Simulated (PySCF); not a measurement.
## Nuclear quadrupole coupling in `CO/C=C/[C@H](C)Cl`

Species: C5H9ClO.
Z-matrix (Å and degrees, GFN2-xTB geometry), rows numbered from 1:
```
C 
O   1  1.4097
C   2  1.3475  1  117.66
C   3  1.3299  2  128.62  1     2.47
C   4  1.4849  3  122.48  2  -179.27
C   5  1.5176  4  113.13  3  -135.43
Cl  5  1.8191  4  108.18  3   104.86
H   1  1.0883  2  106.07  3   177.95
H   1  1.0940  2  111.12  3    58.93
H   1  1.0944  2  111.18  3   -63.03
H   3  1.0825  2  109.84  1  -178.55
H   4  1.0788  3  121.99  2    -1.97
H   5  1.0919  4  111.09  3    -9.62
H   6  1.0868  5  110.56  4  -177.05
H   6  1.0873  5  110.49  4   -56.72
H   6  1.0883  5  109.26  4    63.08
```

Field gradients from the PBE0/pcSseg-1 density (PySCF, non-relativistic), principal values in atomic units, ordered |Vxx| ≤ |Vyy| ≤ |Vzz|:

```csv
atom,Vxx,Vyy,Vzz
O2,-0.3564,-1.5076,1.8639
Cl7,-1.8120,-1.9328,3.7448
```

Task: Find the asymmetry η = (Vxx − Vyy)/Vzz and the couplings χ = eQV/h (234.96 MHz × Q in barn × V in au), with Q(17O) = −0.0256 b, Q(35Cl) = −0.0817 b.

Result: 
| atom | environment | nucleus | η | χzz (MHz) | χxx (MHz) | χyy (MHz) |
| --- | --- | --- | --- | --- | --- | --- |
| O2 | ether oxygen | 17O | 0.62 | -11.21 | 2.14 | 9.07 |
| Cl7 | alkyl chlorine | 35Cl | 0.03 | -71.89 | 34.78 | 37.10 |

The gradient is axial or nearly so (η below 0.05) at Cl7. The tensor is traceless: Vxx + Vyy + Vzz = 0.

Task: What is Vzz at O2 in SI units (1 au = 9.71736 × 10²¹ V/m²)?

Result: 1.8639 au = 18.112 × 10²¹ V/m².

Task: And the gradient at the other heavy atoms, for which no coupling is worked out here?

Result: 
```
atom                    environment  Vzz (au)     η
  C1                 methoxy carbon     0.431  0.07
  C3  vinylic carbon bearing oxygen    -0.372  0.05
  C4               alkene CH carbon    -0.120  0.62
  C5                sp3 C–Cl carbon     0.476  0.12
  C6                  methyl carbon     0.103  0.16
```

Task: What couplings would deuterons (Q(2H) = 0.00286 b) have in place of the hydrogens, at this geometry?

Result: 
| atom | bonded to | bond length (Å) | Vzz (au) | η | χzz (kHz) |
| --- | --- | --- | --- | --- | --- |
| H8 | C1 | 1.088 | 0.3049 | 0.07 | 205 |
| H9 | C1 | 1.094 | 0.2918 | 0.08 | 196 |
| H10 | C1 | 1.094 | 0.2923 | 0.08 | 196 |
| H11 | C3 | 1.082 | 0.3167 | 0.10 | 213 |
| H12 | C4 | 1.079 | 0.3328 | 0.11 | 224 |
| H13 | C5 | 1.092 | 0.2955 | 0.02 | 199 |
| H14 | C6 | 1.087 | 0.3136 | 0.03 | 211 |
| H15 | C6 | 1.087 | 0.3130 | 0.03 | 210 |
| H16 | C6 | 1.088 | 0.3126 | 0.03 | 210 |

One conformer (not necessarily the lowest) at the GFN2-xTB geometry, without solvent, vibrations or thermal averaging. GFN2-xTB bond lengths can be off by several hundredths of an ångström, more for odd bonds, and the gradients follow them. A larger basis could move these couplings by a tenth or more.
